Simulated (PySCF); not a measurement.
# Radial density of S³⁺ (sulfur, charge +3)

revPBE, [Ne] 3s2 3p1, 2P determinant. Computed with PySCF 2.14 in dyall-acv3z (19s12p6d4f, 113 functions), with scalar relativity by spin-free X2C-1e.

| r (bohr) | 4πr²ρ (e/bohr) | 4πr²(ρα − ρβ) |
| --- | --- | --- |
| 0.00157 | 0.09391 | 0.0000 |
| 0.00265 | 0.2480 | 0.0000 |
| 0.00445 | 0.6415 | 0.0000 |
| 0.00749 | 1.601 | -0.0001 |
| 0.0126 | 3.757 | -0.0001 |
| 0.0212 | 7.924 | 0.0000 |
| 0.0356 | 13.96 | 0.0013 |
| 0.0599 | 18.29 | 0.0096 |
| 0.101 | 15.68 | 0.0433 |
| 0.170 | 11.95 | 0.1243 |
| 0.285 | 16.72 | 0.1701 |
| 0.480 | 13.82 | 0.0238 |
| 0.807 | 3.743 | 0.1627 |
| 1.36 | 2.468 | 0.7176 |
| 2.28 | 0.7556 | 0.2997 |
| 3.84 | 0.01778 | 0.0106 |
| 6.46 | 1.579e-05 | 0.0000 |

Densities and radii are taken from the X2C orbitals without a picture-change correction, which distorts them close to the nucleus.
